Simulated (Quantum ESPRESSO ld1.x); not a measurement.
All-electron atom: the platinum ion Pt3+ in [Xe] 4f14 5d7. Calculated with ld1.x of Quantum ESPRESSO 7.5: Dirac Kohn-Sham, revPBE, spin-unpolarised, spherical densities, point nucleus; open shells are shared between the two j in proportion to 2j + 1.

Normalised radial functions P(r) = r R(r) (large component), r in bohr:

| r | 5d5/2 | 6p1/2 |
|---|---|---|
| 0.00185 | 0.0000 | 0.0060 |
| 0.002507 | 0.0001 | 0.0085 |
| 0.00337 | 0.0002 | 0.0120 |
| 0.004568 | 0.0004 | 0.0174 |
| 0.006191 | 0.0009 | 0.0252 |
| 0.00839 | 0.0020 | 0.0362 |
| 0.01128 | 0.0044 | 0.0509 |
| 0.01529 | 0.0097 | 0.0697 |
| 0.02072 | 0.0208 | 0.0900 |
| 0.02786 | 0.0416 | 0.1050 |
| 0.03775 | 0.0796 | 0.1036 |
| 0.05116 | 0.1396 | 0.0693 |
| 0.06934 | 0.2168 | -0.0059 |
| 0.09323 | 0.2806 | -0.0988 |
| 0.1263 | 0.2736 | -0.1514 |
| 0.1712 | 0.1254 | -0.0849 |
| 0.2302 | -0.1462 | 0.0867 |
| 0.312 | -0.3972 | 0.2173 |
| 0.4229 | -0.3811 | 0.1185 |
| 0.5731 | -0.0153 | -0.1678 |
| 0.7705 | 0.4885 | -0.3520 |
| 1.044 | 0.8493 | -0.2088 |
| 1.415 | 0.8770 | 0.2094 |
| 1.903 | 0.6478 | 0.5926 |
| 2.579 | 0.3402 | 0.7000 |
| 3.495 | 0.1209 | 0.5046 |
| 4.736 | 0.0250 | 0.2128 |
| 6.368 | 0.0026 | 0.0485 |
| 8.63 | 0.0001 | 0.0047 |

5d5/2: eigenvalue -38.006 eV, 2 radial nodes at r = 0.198, 0.579 bohr, <r> = 1.51 bohr, 90 % of the charge inside 2.28 bohr. 6p1/2 (empty): eigenvalue -24.470 eV, 4 radial nodes at r = 0.0680, 0.201, 0.484, 1.23 bohr, <r> = 2.72 bohr, 90 % of the charge inside 3.92 bohr.
